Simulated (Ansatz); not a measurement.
`N[SiH2]/C=C/[SiH3]` → `N/C=C/[SiH3]` + `[SiH2]` at 500 K and 1 bar (silylene formation by 1,1-elimination).

Computed with Ansatz on PBE0-D4/def2-TZVP structures; ΔE is electronic, products minus reactants. CBS: MP2 limit from def2 TZ/QZ plus the TZ coupled-cluster correction, frozen cores. This one scheme is used for every species. Double bonds are as drawn, so ΔE can hold a change between cis and trans. Each species was taken in one conformer, which may not be the lowest.

| species | CCSD(T)/CBS energy (Eh) | H − E (kJ/mol) | S (J/(mol·K)) |
| --- | --- | --- | --- |
| `N[SiH2]/C=C/[SiH3]` | -714.38479 | 322.8 | 467.2 |
| `N/C=C/[SiH3]` | -424.07389 | 264.8 | 376.0 |
| `[SiH2]` | -290.19011 | 48.0 | 226.5 |

H − E and S are ideal-gas, rigid-rotor, harmonic terms from PBE0-D4/def2-TZVP, for one conformer and one mirror image of each species. 1 Eh = 2625.50 kJ/mol, R = 8.31446 J/(mol·K).

Q: By hand: ΔE, ΔH, ΔS and ΔG.

A: ΔE = (-424.07389) + (-290.19011) − (-714.38479) = 0.12079 Eh = 317.1 kJ/mol. Δ(H − E) = 264.8 + 48.0 − 322.8 = -10.0, so ΔH = 307.1 kJ/mol. ΔS = 376.0 + 226.5 − 467.2 = 135.3 J/(mol·K). ΔG = 307.1 − 500 × (135.3)/1000 = 239.5 kJ/mol.

Q: By hand: the equilibrium constant, and the temperature at which ΔG would vanish if ΔH and ΔS stayed fixed.

A: log₁₀ K = −ΔG/(RT ln 10) = -25.0. ΔG = 0 at ΔH/ΔS = 2270 K.

The number of gas molecules changes by +1, which sets the sign of ΔS. A doubt of 5 kJ/mol in ΔE shifts log₁₀ K by 0.5 here. Other conformers and mirror images would add mixing entropy, several J/(mol·K) or more a flexible species. These are equilibria of isolated gas molecules and say nothing of rates. Largest T1 diagnostic: 0.014 (customary marks: 0.02 for closed shells, 0.045 for open ones).
